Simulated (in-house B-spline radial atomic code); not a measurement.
**S6+: [He] 2s2 (2p1/2)2 (2p3/2)3 5s1 (an excited or competing configuration)**

Computed with an all-electron radial atomic-structure program (B-spline basis): Dirac-Hartree-Fock, average of the jj configuration, Fermi nucleus of rms radius 3.2611 fm.

Effective charges: Z_r = [3n² - l(l+1)]/(2<r>) from the radius, Z_e = n√(-2ε) from the energy, and Slater's rules. Values are occupation-weighted means over j.

```csv
shell,electrons,ε (eV),<r> (bohr),Z_r,Z_e,Slater
1s,2,-2673.6,0.09659,15.53,14.02,15.70
2s,2,-383.04,0.4605,13.03,10.61,12.20
2p,5,-325.31,0.4192,11.93,9.78,12.20
5s,1,-33.213,4.313,8.69,7.81,7.00
```

The least bound orbital is 5s1/2 at -33.21 eV, and it is also the most diffuse (<r> = 4.313 bohr).

For the 1s electron the small component carries 0.324 % of the norm, the zero-frequency Breit interaction raises the level by 1.723 eV, self-energy by 0.7671 eV, and vacuum polarisation lowers it by 0.05072 eV.
